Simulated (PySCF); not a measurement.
Species: C8H13F.
SMILES: `F[C@@]12CCC[C@@H](CC1)C2`

The closed-shell ground state was solved at several levels (PySCF, density fitting, gas phase, non-relativistic). Geometry: PBE0-D3(BJ)/def2-SVP; no solvent, vibrations or thermal averaging.

```csv
level,basis functions,HOMO (eV),LUMO (eV),gap (eV),dipole (D)
PBE0/pcSseg-1,218,-8.32,1.08,9.40,2.00
B3LYP/pcSseg-1,218,-8.12,0.78,8.90,1.98
```

Question: Estimate the row for CAM-B3LYP/def2-SVPD, a basis of 287 functions; the other rows only guide the guess.

Answer: HOMO -9.78 eV, LUMO 1.20 eV, gap 10.98 eV, dipole 2.19 D.

Question: Over all these levels, which gives the widest orbital gap and which the narrowest?

Answer: CAM-B3LYP/def2-SVPD (range-separated hybrid) has the widest, 10.98 eV, and B3LYP/pcSseg-1 (global hybrid, 20 % exact exchange) the narrowest, 8.90 eV. Functional and basis both differ between the two, so the spread mixes both effects.

Question: How far do the dipole and the HOMO energy spread over the levels?

Answer: The dipole runs from 1.98 to 2.19 D (mean 2.06 D) and the HOMO from -9.78 to -8.12 eV.
